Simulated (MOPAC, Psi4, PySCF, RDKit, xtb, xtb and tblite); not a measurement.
Two geometries of SMILES COC(=O)c1ccc(C)cc1 (C9H10O2), relaxed at GFN2-xTB with one dihedral held; other torsions can differ between them too.

Structure A

```
21

C     -3.9665    -0.6776     0.8518
O     -2.5588    -0.4887     0.8559
C     -2.0444     0.1289    -0.2182
O     -2.7041     0.4870    -1.1597
C     -0.5655     0.2481    -0.1053
C      0.2432    -0.3431    -1.0688
C      1.6184    -0.2764    -0.9521
C      2.2126     0.3774     0.1213
C      3.7035     0.4716     0.2276
C      1.3944     0.9587     1.0832
C      0.0180     0.8854     0.9829
H     -4.4791     0.2867     0.8526
H     -4.2710    -1.2348    -0.0366
H     -4.2014    -1.2362     1.7541
H     -0.2124    -0.8461    -1.9085
H      2.2410    -0.7409    -1.7031
H      4.1810    -0.3930    -0.2271
H      4.0156     0.5444     1.2667
H      4.0554     1.3628    -0.2932
H      1.8421     1.4673     1.9250
H     -0.6080     1.3315     1.7410
```

Structure B

```
21

C      4.0195    -0.5653     0.8515
O      2.6016    -0.5181     0.8662
C      2.0245     0.0741    -0.1933
O      2.6520     0.5197    -1.1226
C      0.5474     0.0749    -0.0951
C     -0.1013     0.1087     1.1358
C     -1.4805     0.1554     1.1866
C     -2.2396     0.1721     0.0207
C     -3.7351     0.1960     0.0866
C     -1.5824     0.1494    -1.2050
C     -0.2039     0.1129    -1.2666
H      4.4338     0.4451     0.8676
H      4.3727    -1.0731    -0.0486
H      4.3158    -1.1141     1.7418
H      0.4807     0.0986     2.0444
H     -1.9796     0.1848     2.1446
H     -4.0769     0.7468     0.9598
H     -4.1570     0.6491    -0.8072
H     -4.1176    -0.8226     0.1615
H     -2.1595     0.1683    -2.1183
H      0.3104     0.1086    -2.2157
```

### Question
Which is lower in energy at the level Psi4 1.11 with PBE0-D3(BJ)/def2-SVP // GFN2-xTB, and by how much?

### Answer
B is lower, by 17.76 kJ/mol (dihedral O2–C3–C5–C6: 120° in A, 30° in B).

E(B) − E(A) in kJ/mol at the other levels, on the same two geometries: GFN2-xTB (xtb and tblite) -8.64; MMFF94 // GFN2-xTB (RDKit) -10.67; PBE0/def2-SVP // GFN2-xTB (Psi4) -17.71; PBE/def2-SVP // GFN2-xTB (Psi4) -17.17; PBE-D3(BJ)/def2-SVP // GFN2-xTB (Psi4) -17.29; UFF // GFN2-xTB (RDKit) -17.76; PM3, restricted, heats of formation // GFN2-xTB (MOPAC) -0.30; PM7, restricted, heats of formation // GFN2-xTB (MOPAC) -4.41; GFN1-xTB // GFN2-xTB (xtb) -11.02; restricted B3LYP/6-31G*, spherical d, density fitting // GFN2-xTB (PySCF) -16.98.
